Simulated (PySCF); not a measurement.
# Working out the ionisation energy of Cd²⁺

Cd²⁺ [Kr] 4d10 (1S) → Cd³⁺ [Kr] 4d9 (2D). All numbers are calculated (PySCF 2.14, scalar relativity through the core potential, in def2-TZVPPD with the def2 core potential (28 electrons) (6s4p3d2f1g, 56 functions)). Frozen: nothing. Energies in hartree (1 hartree = 27.21139 eV):

```
             part  Cd²⁺ (lower)  Cd³⁺ (upper)
              UHF   -166.041460   -164.720439
MP2 opposite-spin     -0.409680     -0.370983
    MP2 same-spin     -0.199674     -0.174184
```

Problem. What does Hartree-Fock give?

Solution. (-164.720439) − (-166.041460) = 1.321021 hartree = 35.947 eV.

Problem. What do MP2 and SCS-MP2 (6/5 opposite-spin, 1/3 same-spin) give?

Solution. The opposite-spin parts differ by 1.053 eV and the same-spin parts by 0.694 eV. MP2: 35.947 + (1.053) + (0.694) = 37.694 eV. SCS-MP2: 35.947 + 1.2 × (1.053) + (0.694)/3 = 37.442 eV.

Reference: 37.468 ± 0.006 eV (measured; NIST Atomic Spectra Database, ionization energies), between the lowest levels; spin-orbit coupling is absent from the calculation.

What remains against the reference includes basis incompleteness and correlation beyond second order.
